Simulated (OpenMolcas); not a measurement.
## Rh I: effect of the active space

```json
{
 "Program": "OpenMolcas",
 "Method": "SS-CASPT2 or its RAS form, IPEA 0.25 Eh, imaginary shift 0.1 Eh",
 "Basis": "ANO-RCC-VTZP",
 "Scalar Hamiltonian": "DKH2, point nucleus",
 "Spin-orbit coupling": "state interaction with AMFI integrals over the reference wave functions, term energies averaged over their components"
}
```

A. 9 electrons in 6 orbitals (4d 5s); 2S+1 = 4 even, 20 roots; 2S+1 = 2 even, 49 roots; closed shells correlated: 4s 4p; CASPT2 step of the order of 17 core-seconds
B. 9 electrons in 9 orbitals (RAS2 4d 5s; RAS3 5p, at most 2 electrons); 2S+1 = 4 even, 20 roots; 2S+1 = 2 even, 64 roots kept (CI in the orbitals of an earlier block); 2S+1 = 4 odd, 45 roots; 2S+1 = 6 odd, 22 roots kept (CI in the orbitals of an earlier block); 2S+1 = 2 odd, 21 roots kept (CI in the orbitals of an earlier block); closed shells correlated: 4s 4p; CASPT2 step roughly 7 core-minutes

Energies in cm⁻¹ above 4d⁸ 5s ⁴F_9/2, the measured ground level; measured values from NIST Handbook of Basic Atomic Spectroscopic Data.

```json
{"Level": "4d⁸ 5s ⁴F_9/2", "A": "0.0", "B": "0.0", "Measured": "0.0"}
{"Level": "4d⁸ 5s ⁴F_7/2", "A": "1472", "B": "1508", "Measured": "1530"}
{"Level": "4d⁸ 5s ⁴F_5/2", "A": "2850", "B": "2880", "Measured": "2598"}
{"Level": "4d⁸ 5s ⁴F_3/2", "A": "3490", "B": "3530", "Measured": "3473"}
{"Level": "4d⁸ 5s ²F_7/2", "A": "4980", "B": "5670", "Measured": "5691"}
{"Level": "4d⁹ ²D_5/2", "A": "5350", "B": "1632", "Measured": "3310"}
{"Level": "4d⁹ ²D_3/2", "A": "8030", "B": "4460", "Measured": "5658"}
{"Level": "4d⁸ 5s ²D_3/2 [58 %]", "A": "8640", "B": "9540", "Measured": ""}
{"Level": "4d⁷ 5s² ⁴F_9/2", "A": "10340", "B": "10950", "Measured": ""}
{"Level": "4d⁸ 5s ⁴P_3/2", "A": "11280", "B": "11270", "Measured": ""}
{"Level": "4d⁸ 5s ⁴P_1/2", "A": "11630", "B": "11470", "Measured": ""}
{"Level": "4d⁷ 5s² ⁴F_7/2", "A": "12290", "B": "12980", "Measured": ""}
{"Level": "4d⁸ 5s ²P_3/2", "A": "12760", "B": "13800", "Measured": ""}
{"Level": "4d⁸ 5s ²P_1/2", "A": "13370", "B": "14470", "Measured": ""}
{"Level": "4d⁷ 5s² ⁴F_5/2", "A": "13760", "B": "14340", "Measured": ""}
{"Level": "4d⁷ 5s² ⁴F_3/2", "A": "14790", "B": "15160", "Measured": ""}
{"Level": "4d⁸ 5s ²G_9/2", "A": "15700", "B": "17660", "Measured": ""}
{"Level": "4d⁸ 5s ²G_7/2", "A": "15790", "B": "18250", "Measured": ""}
{"Level": "4d⁷ 5s² ⁴P_5/2", "A": "21210", "B": "22050", "Measured": ""}
{"Level": "4d⁷ 5s² ⁴P_3/2", "A": "22250", "B": "22680", "Measured": ""}
{"Level": "4d⁷ 5s² ⁴P_1/2", "A": "22790", "B": "23530", "Measured": ""}
{"Level": "4d⁷ 5s² ²G_9/2", "A": "23460", "B": "23140", "Measured": ""}
```

Deviations, from unrounded energies. A percentage is the sum of absolute deviations over the sum of measured energies, with the sign that they share, or ± where signs differ.

```json
{"Against measurement": "mean absolute deviation (cm-1)", "Levels": "6", "A": "910", "B": "540"}
{"Against measurement": "fine structure of the ground term (%)", "Levels": "3", "A": "±4.3", "B": "±4.7"}
{"Against measurement": "other terms of the ground configuration (%)", "Levels": "1", "A": "-12.5", "B": "-0.4"}
{"Against measurement": "other configurations (%)", "Levels": "2", "A": "+49.2", "B": "-32.1"}
```

B lies closest to measurement on these levels. The largest miss of B in the table is 4d⁹ ²D_5/2, by -1700 cm-1. The ranking rests on the paired levels alone, and a cruder setting can come out closer through cancelling errors.

Between A and B the level of the table that moves most is 4d⁹ ²D_5/2, by 3700 cm-1 (lowest in B, highest in A). Moves below CASPT2's spread within the term are not significant.

Term energies are means over components that CASPT2 splits; among the terms shown or strongly mixed into the levels shown the widest spread is 630 cm-1 (4d⁸ 5s ⁴F, A). Over all roots computed the reference weight is 0.82 to 0.89 in A, 0.77 to 0.90 in B; the roots of lowest weight are the least certain, and an intruder state may touch them. Some levels mix across a computed gap that differs much from the measured one, so their mixing is not that of the real levels. A single d shell beside an s shell can misplace configurations of different d count against each other. The CASPT2 spread within a term exceeds the gap to the next term for 4d⁷ 5s² ⁴F and 4d⁸ 5s ²P, so the order of their levels is uncertain, and so are names and mixing where such terms share a J (holds for A). Terms from blocks run as CI alone lack orbitals of their own (holds for B). Configurations are named by rounded mean occupations; where the s occupation lies near a half they are strongly mixed, a name can repeat and a true partner stay unpaired (holds for B). Measured partners are found by configuration, term and J. A level has none where our copy of the source lacks it or the pairing is in doubt (some pairs that miss far off the trend of their configuration count as doubtful), and it then counts in no deviation. Only configurations of the active space appear. The table leaves out levels that lie high or whose names do not pair safely across all columns.

A share in square brackets marks a mixed level and gives the weight of the term that names it, the lowest over the columns.
